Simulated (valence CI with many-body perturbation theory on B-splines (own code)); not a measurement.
# S9+: key properties

Computed by valence CI with perturbative core correlation (CI+MBPT): five valence electrons over a frozen Dirac-Fock core [He], radial functions for each j: 9 s, 9 p, 8 d, 6 f, 3 g, 1 h, with the one-electron correlation potential Σ1 (screened to all orders), the two-electron term Σ2, the three-electron term Σ3, Breit, model QED; selected single and double excitations, second order for the rest, scaled by the run's own slope (own B-spline code, finite nucleus).

No measured spectrum was set against this ion. As an estimate, levels of excited configurations hold to 0.05 to 0.15 % of their energy, terms of the ground configuration to about 0.5 %. Among the levels kept, up to 2500 cm⁻¹ of a level comes from second order outside the variational space, and about a tenth of that is noise between levels of different J, which matters for small intervals.

Rates and lifetimes use the calculated energies. Strong lines usually hold to 10 to 20 %, long lifetimes can be off by a factor of two.

Problem. What is the ground level?

Solution. 2s2.2p3 4S°_3/2, composition 99 % 2s2.2p3 4S°, g = 1.998.

Problem. How well does LS coupling describe the low levels?

Solution. Among the lowest 20 levels the leading LS term, summed over configurations, holds 99 % on average. For single configurations the figures are 97 % in LS and 70 % in jj coupling. Terms hardly mix: every one of these levels is at least 95 % one term.

Problem. Among levels below 285.90 eV, which E1 lines absorb most strongly from the ground level?

Solution. to 2s.2p4 4P_5/2 at 26.42 nm, f = 0.0781; to 2s2.2p2.3s 4P_5/2 at 4.766 nm, f = 0.0563; to 2s.2p4 4P_3/2 at 25.94 nm, f = 0.0532.

Problem. Where does the other parity begin?

Solution. At 2s.2p4 4P_5/2, 46.94 eV.

Problem. What are the static dipole polarisabilities of the lowest levels?

Solution. 2s2.2p3 4S°_3/2 0.0778; 2s2.2p3 2D°_3/2 0.0676 (tensor 0.0078); 2s2.2p3 2D°_5/2 0.0680 (tensor 0.0043); 2s2.2p3 2P°_1/2 0.0598 bohr³, of which the core gives 0.000148.

Problem. What is the ionisation energy?

Solution. 447.53 eV; NIST lists 447.7 ± 0.3 eV (semi-empirical).

Problem. Name the longest-lived excited levels whose lifetime is computed, and their main decay.

Solution. 2s2.2p3 2D°_5/2 at 10.40 eV lives 2.63 s, mostly by M1 to 2s2.2p3 4S°_3/2; 2s2.2p3 2D°_3/2 at 10.26 eV lives 66.4 ms, mostly by M1 to 2s2.2p3 4S°_3/2; 2s2.2p3 2P°_1/2 at 15.79 eV lives 5.08 ms, mostly by M1 to 2s2.2p3 4S°_3/2.
